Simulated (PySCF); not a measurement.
Species: ethyldifluoroborane, C2H5BF2.
SMILES: `CCB(F)F`

Torsions of this conformer, `[CH3:1][CH2:2][B:3]([F:4])[F:5]`: C1–C2–B3–F4 1°.

The closed-shell ground state was solved at several levels (PySCF, density fitting, gas phase, non-relativistic). One conformer (not necessarily the lowest) at the GFN2-xTB geometry, without solvent, vibrations or thermal averaging.

```csv
level,basis functions,total energy (Eh),HOMO (eV),LUMO (eV),gap (eV),dipole (D)
B3LYP/pcJ-1,185,-303.9112,-9.33,0.09,9.42,1.73
CAM-B3LYP/def2-SVPD,146,-303.5722,-11.04,0.87,11.91,1.83
```

Estimate the row for PBE0/pcSseg-1, a basis of 110 functions; the other rows only guide the guess.

Total energy -303.5425 Eh, HOMO -9.55 eV, LUMO 0.38 eV, gap 9.93 eV, dipole 1.74 D.

Over all these levels, which gives the widest orbital gap and which the narrowest?

CAM-B3LYP/def2-SVPD (range-separated hybrid) has the widest, 11.91 eV, and B3LYP/pcJ-1 (global hybrid, 20 % exact exchange) the narrowest, 9.42 eV. Functional and basis both differ between the two, so the spread mixes both effects.

How far do the dipole and the HOMO energy spread over the levels?

The dipole runs from 1.73 to 1.83 D (mean 1.77 D) and the HOMO from -11.04 to -9.33 eV.
